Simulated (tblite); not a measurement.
Species: C₂H₂BF (charge +1 and doublet state).
Atom-mapped SMILES: `[CH+:1]=[C:2][BH:3][F:4]` (hydrogens: H5 on C1; H6 on B3)
Bond orders are those of one Lewis drawing.

Computed with GFN2-xTB (tblite), gas phase: L-BFGS steps from a force-field or distance-geometry start until the largest atomic force falls under 0.01 eV/Å.

At the end of the run (lengths in Å): B3–F4 1.266, C1=C2 1.217, C2–B3 1.497, B3–H6 1.214, C1–H5 1.068, C1–C2–B3 178.6°, C2–C1–H5 171.6°, C2–B3–F4 133.1°, C2–B3–H6 107.5°.

Question: These geometries were met on the way; a selection of coordinates is given. Order them by energy above the end point, lowest first.
A. B3–F4 1.284, C1=C2 1.198, C2–B3 1.489, B3–H6 1.169, C1–H5 1.044, C1–C2–B3 140.8°, C2–C1–H5 158.0°, C2–B3–F4 122.6°, C2–B3–H6 116.3°
B. B3–F4 1.261, C1=C2 1.241, C2–B3 1.558, B3–H6 1.227, C1–H5 1.088, C1–C2–B3 126.8°, C2–C1–H5 154.4°, C2–B3–F4 121.1°, C2–B3–H6 113.5°
C. B3–F4 1.445, C1=C2 1.334, C2–B3 1.561, B3–H6 1.208, C1–H5 1.059, C1–C2–B3 119.8°, C2–C1–H5 153.6°, C2–B3–F4 115.5°, C2–B3–H6 115.2°
D. B3–F4 1.281, C1=C2 1.218, C2–B3 1.526, B3–H6 1.228, C1–H5 1.090, C1–C2–B3 151.9°, C2–C1–H5 167.9°, C2–B3–F4 130.7°, C2–B3–H6 108.6°
E. B3–F4 1.262, C1=C2 1.229, C2–B3 1.513, B3–H6 1.225, C1–H5 1.086, C1–C2–B3 148.9°, C2–C1–H5 167.4°, C2–B3–F4 125.4°, C2–B3–H6 107.5°

Answer: D (0.195 eV), E (0.388 eV), A (0.681 eV), B (1.138 eV), C (2.366 eV).

```json
{"step": "11", "E above end (eV)": "0.195", "rms distance from the end, all atoms (Å)": "0.210", "largest force (eV/Å)": "1.046", "rms shift of all bonds from the end (Å)": "0.019"}
{"step": "8", "E above end (eV)": "0.388", "rms distance from the end, all atoms (Å)": "0.322", "largest force (eV/Å)": "1.257", "rms shift of all bonds from the end (Å)": "0.013"}
{"step": "4", "E above end (eV)": "0.681", "rms distance from the end, all atoms (Å)": "0.404", "largest force (eV/Å)": "1.637", "rms shift of all bonds from the end (Å)": "0.026"}
{"step": "2", "E above end (eV)": "1.138", "rms distance from the end, all atoms (Å)": "0.458", "largest force (eV/Å)": "2.730", "rms shift of all bonds from the end (Å)": "0.031"}
{"step": "0", "E above end (eV)": "2.366", "rms distance from the end, all atoms (Å)": "0.485", "largest force (eV/Å)": "7.691", "rms shift of all bonds from the end (Å)": "0.100"}
```

Rows stand in the order of the answer.
